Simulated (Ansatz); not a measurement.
`C[O][GeH2][I]` + CH₄ → `C[O][GeH3]` + `CI` at 298.15 K and 1 bar (formal exchange of groups at a Ge–I bond).

Program: Ansatz. Geometries: PBE0-D4/def2-TZVP. ΔE: electronic, gas phase. CBS: MP2 limit from def2 TZ/QZ plus the TZ coupled-cluster correction, frozen cores. This one scheme is used for every species. def2 core potentials past Kr. For Ge, I outer-core shells are correlated without core-valence functions, which leaves a few kJ/mol of doubt a bond. Scalar relativity is left out up to krypton. Each species was taken in one conformer, which may not be the lowest.

```json
{"species": "`C[O][GeH2][I]`", "CCSD(T)/CBS energy (Eh)": "-2489.82326", "H − E (kJ/mol)": "173.3", "S (J/(mol·K))": "371.8"}
{"species": "CH₄", "CCSD(T)/CBS energy (Eh)": "-40.46206", "H − E (kJ/mol)": "127.4", "S (J/(mol·K))": "186.2"}
{"species": "`C[O][GeH3]`", "CCSD(T)/CBS energy (Eh)": "-2192.93708", "H − E (kJ/mol)": "187.5", "S (J/(mol·K))": "308.8"}
{"species": "`CI`", "CCSD(T)/CBS energy (Eh)": "-337.29646", "H − E (kJ/mol)": "107.0", "S (J/(mol·K))": "253.5"}
```

H − E and S are ideal-gas, rigid-rotor, harmonic terms from PBE0-D4/def2-TZVP, for one conformer and one mirror image of each species. 1 Eh = 2625.50 kJ/mol, R = 8.31446 J/(mol·K).

**Question.** By hand: ΔE, ΔH, ΔS and ΔG.

**Answer.** ΔE = (-2192.93708) + (-337.29646) − (-2489.82326) − (-40.46206) = 0.05178 Eh = 135.9 kJ/mol. Δ(H − E) = 187.5 + 107.0 − 173.3 − 127.4 = -6.2, so ΔH = 129.7 kJ/mol. ΔS = 308.8 + 253.5 − 371.8 − 186.2 = 4.3 J/(mol·K). ΔG = 129.7 − 298.15 × (4.3)/1000 = 128.4 kJ/mol.

**Question.** By hand: the equilibrium constant, and the temperature at which ΔG would vanish if ΔH and ΔS stayed fixed.

**Answer.** log₁₀ K = −ΔG/(RT ln 10) = -22.5. ΔG = 0 at ΔH/ΔS = 30163 K, far beyond where these terms or the molecules hold.

The number of gas molecules stays the same, so ΔS is small and ΔH decides. A doubt of 5 kJ/mol in ΔE shifts log₁₀ K by 0.9 here. Other conformers and mirror images would add mixing entropy, several J/(mol·K) or more a flexible species. Modes under 60 cm⁻¹, often nearly free rotors, make the harmonic entropy too high. These are equilibria of isolated gas molecules and say nothing of rates. Largest T1 diagnostic: 0.011 (customary marks: 0.02 for closed shells, 0.045 for open ones).
